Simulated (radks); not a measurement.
The numbers below are computed, except where a source is named.
Task: The promethium ion Pm24+, configuration [Kr] 4d1. Level of theory: Dirac Kohn-Sham, HCTH/407, spin-unpolarised, spherical densities, point nucleus; open shells fill j = l - 1/2 first (a radial shooting solver on a logarithmic mesh with Libxc functionals). Some entries of the table are withheld. Estimate them.

orbital,occ.,eigenvalue (eV),<r> (bohr)
1s1/2,2,-45716.69,0.02319
2s1/2,2,-8063.360,0.09839
2p1/2,2,-7679.459,0.08238
2p3/2,4,-7118.765,0.08888
3s1/2,2,-2315.481,0.2580
3p1/2,2,-2151.814,0.2473
3p3/2,4,-2036.643,0.2595
3d3/2,4,-1754.865,(1)
3d5/2,6,-1729.613,(2)
4s1/2,2,-959.3501,0.5459
4p1/2,2,-893.4880,0.5492
4p3/2,4,-861.6753,0.5684
4d3/2,1,(3),0.5700
4d5/2,0,(4),0.5756

Result: 
(1) 3d3/2 <r> (bohr): 0.2303
(2) 3d5/2 <r> (bohr): 0.2341
(3) 4d3/2 eigenvalue (eV): -752.3839
(4) 4d5/2 eigenvalue (eV): -745.7659
